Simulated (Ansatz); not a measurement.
Total energies of AlH$_{5}$O$_{2}$SSi, SMILES `[OH][Al]([SH])[O][SiH3]`.

```tsv
atom	x (Å)	y (Å)	z (Å)
O1	-0.687	-2.205	1.029
Al2	-0.444	-0.538	1.048
S3	-0.879	0.641	2.820
O4	0.142	0.215	-0.325
Si5	0.712	0.607	-1.795
H6	-1.018	-2.709	1.770
H7	-0.499	1.782	2.219
H8	-0.380	0.541	-2.802
H9	1.798	-0.325	-2.198
H10	1.255	1.991	-1.765
```

Charge 0, multiplicity 1. Geometry: relaxed with PBE0-D4/def2-TZVP. It is one conformer, not always the lowest. Basis def2-TZVPP, the Gaussian-basis code of Ansatz.

RPA on PBE orbitals: Hartree–Fock energy of these orbitals -1081.28062 Eh, correlation -1.39584 Eh (frozen core).

```tsv
functional	energy without D4 (Eh)	D4 term (kJ/mol)
PBE	-1083.24596	-21.8
r2SCAN	-1083.72575	-5.5
```

Give the same for LDA (SPW92), revPBE, BLYP, B97M-V, PBE0, B3LYP, r2SCANh, r2SCAN0, HSE06 (plane-wave form), BHLYP, CAM-B3LYP, LC-ωPBE, ωB97X-V, ωB97M-V, B2PLYP, PBE-QIDH. (Best estimate.)

Computed: 
| functional | energy without D4 (Eh) | D4 term (kJ/mol) |
| --- | --- | --- |
| LDA (SPW92) | -1079.18648 | – |
| revPBE | -1083.62749 | -57.5 |
| BLYP | -1083.84706 | -46.2 |
| B97M-V | -1083.59835 | – |
| PBE0 | -1083.33497 | -18.7 |
| B3LYP | -1083.94439 | -35.2 |
| r2SCANh | -1083.71145 | -6.0 |
| r2SCAN0 | -1083.69120 | -6.6 |
| HSE06 (plane-wave form) | -1083.30795 | -17.7 |
| BHLYP | -1083.81206 | -29.6 |
| CAM-B3LYP | -1083.85817 | -19.5 |
| LC-ωPBE | -1083.50142 | – |
| ωB97X-V | -1083.68000 | – |
| ωB97M-V | -1083.77186 | – |
| B2PLYP | -1083.42309 | – |
| PBE-QIDH | -1083.06503 | – |

B3LYP takes the VWN-RPA correlation (the form of Gaussian; ORCA's B3LYP/G). HSE06 is the plane-wave form, built on full-range PBE exchange. The double hybrids freeze the cores in their second-order part.

LC-ωPBE has ω = 0.4 bohr⁻¹.
